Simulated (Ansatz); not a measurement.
Consider the ligand exchange at the Al–C bond: `C#[C][AlH][OH]` + `C[SeH]` → `C[Se][AlH][OH]` + `C#C`.

Computed with Ansatz on PBE0-D4/def2-TZVP structures; ΔE is electronic, products minus reactants. CBS: MP2 limit from def2 TZ/QZ plus the TZ coupled-cluster correction, frozen cores. This one scheme is used for every species. For Se outer-core shells are correlated without core-valence functions, which leaves a few kJ/mol of doubt a bond. Scalar relativity is left out up to krypton. One conformer a species, not always the lowest.

```
         species  CCSD/CBS(def2) energy (Eh)
`C#[C][AlH][OH]`                  -395.07386
        `C[SeH]`                 -2441.13890
`C[Se][AlH][OH]`                 -2759.02198
           `C#C`                   -77.21107
```

Q: Work out ΔE.

A: ΔE = (-2759.02198) + (-77.21107) − (-395.07386) − (-2441.13890) = -0.02029 Eh = -12.7 kcal/mol. CCSD(T)/CBS gives -12.9 kcal/mol.

Largest T1 diagnostic among the species: 0.014.

In def2-TZVPP, CCSD(T) changes the Hartree–Fock value by −1.0 kcal/mol (the triples alone add −0.2 kcal/mol) and MP2 by −1.7 kcal/mol. The D4 term adds −0.9 kcal/mol with B3LYP and −0.5 kcal/mol with PBE0; it sums over pairs of atoms, weighted by their polarisabilities, and B3LYP, whose exchange is more repulsive, gets the larger term.

B3LYP here is the variant with VWN-RPA as its local correlation; programs differ in this.
